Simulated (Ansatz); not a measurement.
One geometry of C6H8Ge (`[GeH3][c]1ccccc1`), several functionals.

```yaml
crystal:
  periodic: [false, false, false]
  atoms:
    - {symbol: Ge, position_ang: [-0.715539, 0.487074, 2.364832]}
    - {symbol: C, position_ang: [-0.155050, 0.116439, 0.539329]}
    - {symbol: C, position_ang: [0.812819, -0.850266, 0.274723]}
    - {symbol: C, position_ang: [1.198559, -1.130812, -1.027851]}
    - {symbol: C, position_ang: [0.620685, -0.444880, -2.085611]}
    - {symbol: C, position_ang: [-0.341559, 0.522267, -1.836475]}
    - {symbol: C, position_ang: [-0.724871, 0.800196, -0.532648]}
    - {symbol: H, position_ang: [-1.154544, 1.956319, 2.481354]}
    - {symbol: H, position_ang: [0.451711, 0.212847, 3.327780]}
    - {symbol: H, position_ang: [-1.900801, -0.409741, 2.766190]}
    - {symbol: H, position_ang: [1.278471, -1.391656, 1.092309]}
    - {symbol: H, position_ang: [1.954215, -1.885004, -1.217125]}
    - {symbol: H, position_ang: [0.922685, -0.661671, -3.103980]}
    - {symbol: H, position_ang: [-0.793425, 1.064182, -2.659757]}
    - {symbol: H, position_ang: [-1.475155, 1.564004, -0.353570]}
basis:
  gaussian: {orbitals: def2-TZVPP}
hamiltonian: {xc: pbe, dispersion: d4}
output: {forces: true, orbitals: {seedname: orbitals}}
```

```sh
$ ansatz run in.yaml --threads 2 --pin off --events-out ev --progress --plain --max-ram 32768MiB --backend cuda --devices 0, --max-vram 18GiB
```

Output, abridged:

```
Functional definition: PBE
1910 factors; their error is unknown
mean field evaluation 1: about -62838.9917 eV, gradient 8.3e1 eV
mean field evaluation 2: about -62792.4845 eV, gradient 1.6e2 eV
mean field evaluation 4: about -62855.2849 eV, gradient 1.0e1 eV
mean field evaluation 8: about -62855.5349 eV, gradient 5.9e-2 eV
mean field evaluation 16: about -62855.4835 eV, gradient 1.2e-3 eV
mean field -62855.48345384 eV, -2309.8964119516 hartree, gradient 7.0e-5 eV, S^2 0.000000; 0 other end points of the search recorded, 0 dependent functions left out
reference -62855.48350509 eV, -2309.8964138352 hartree; 38, 38 occupied and 308, 308 virtual orbitals, 1910 factors
Total energy: -62855.90994637 eV, -2309.9120852631 hartree
Atom 0 at    -0.715539     0.487074     2.364832 Å, force    -0.014067     0.019507     0.067028 eV/Å
Atom 1 at    -0.155050     0.116439     0.539329 Å, force    -0.059931     0.045397     0.206791 eV/Å
Atom 2 at     0.812819    -0.850266     0.274723 Å, force     0.096541    -0.117438     0.186983 eV/Å
Atom 3 at     1.198559    -1.130812    -1.027851 Å, force     0.152744    -0.154101    -0.043318 eV/Å
Atom 4 at     0.620685    -0.444880    -2.085611 Å, force     0.065927    -0.049274    -0.226360 eV/Å
Atom 5 at    -0.341559     0.522267    -1.836475 Å, force    -0.090596     0.107100    -0.171114 eV/Å
Atom 6 at    -0.724871     0.800196    -0.532648 Å, force    -0.167588     0.166412     0.048385 eV/Å
Atom 7 at    -1.154544     1.956319     2.481354 Å, force    -0.045850     0.139832     0.014703 eV/Å
Atom 8 at     0.451711     0.212847     3.327780 Å, force     0.108758    -0.027970     0.096189 eV/Å
Atom 9 at    -1.900801    -0.409741     2.766190 Å, force    -0.117134    -0.086030     0.044898 eV/Å
Atom 10 at     1.278471    -1.391656     1.092309 Å, force     0.101553    -0.117262     0.179793 eV/Å
Atom 11 at     1.954215    -1.885004    -1.217125 Å, force     0.167670    -0.166833    -0.039534 eV/Å
Atom 12 at     0.922685    -0.661671    -3.103980 Å, force     0.066436    -0.047872    -0.224472 eV/Å
Atom 13 at    -0.793425     1.064182    -2.659757 Å, force    -0.100844     0.121357    -0.180549 eV/Å
Atom 14 at    -1.475155     1.564004    -0.353570 Å, force    -0.163619     0.167175     0.040578 eV/Å
Dipole moment:     0.048534    -0.032809    -0.159722 e Å
```

Run time 7 s (2 threads of an AMD EPYC 7R13 on a shared host and a share of an NVIDIA H100 80 GB); peak host memory 0.88 GiB.

With the line `hamiltonian: {xc: {name: wB97X-V}}` and no forces (abridged; 13 s):

```
Functional definition: wB97X-V
mean field evaluation 16: about -62865.6630 eV, gradient 2.3e-4 eV
mean field -62865.66296053 eV, -2310.2705019226 hartree, gradient 4.9e-5 eV, S^2 0.000000
Total energy: -62865.66295817 eV, -2310.2705018359 hartree
```

Changing it to `hamiltonian: {xc: pbe0, dispersion: d4}` and no forces (abridged; 8 s):

```
Functional definition: PBE0
mean field evaluation 16: about -62857.7627 eV, gradient 3.6e-4 eV
mean field -62857.76267754 eV, -2309.9801718777 hartree, gradient 3.0e-5 eV, S^2 0.000000
Total energy: -62858.12429370 eV, -2309.9934610265 hartree
```

With the line `hamiltonian: {xc: {name: CAM-B3LYP}, dispersion: d4}` and no forces (abridged; 8 s):

```
Functional definition: CAM-B3LYP
mean field evaluation 16: about -62872.2224 eV, gradient 3.5e-5 eV
mean field -62872.22241507 eV, -2310.5115574310 hartree, gradient 3.5e-5 eV, S^2 0.000000
Total energy: -62872.58944549 eV, -2310.5250455500 hartree
```

With the line `hamiltonian: {xc: {name: B2PLYP}}` and no forces (abridged; 7.5 s):

```
Functional definition: B2PLYP
mean field evaluation 16: about -62846.0463 eV, gradient 4.1e-4 eV
mean field -62846.04631751 eV, -2309.5496035884 hartree, gradient 3.3e-6 eV, S^2 0.000000
15 core orbitals not correlated: weight in the atoms' cores, before any rotation towards them, 1.000 or more for the frozen orbitals, at most 0.000 for the correlated occupied ones
second order -40.17081523 eV of doubles, -0.00000000 eV of singles
Total energy: -62856.89264209 eV, -2309.9481986649 hartree
```

Changing it to `hamiltonian: {xc: {name: revPBE}, dispersion: d4}` and no forces (abridged; 8 s):

```
Functional definition: revPBE
mean field evaluation 16: about -62866.4143 eV, gradient 1.3e-3 eV
mean field -62866.41425471 eV, -2310.2981114745 hartree, gradient 4.4e-5 eV, S^2 0.000000
Total energy: -62867.73873407 eV, -2310.3467851931 hartree
```
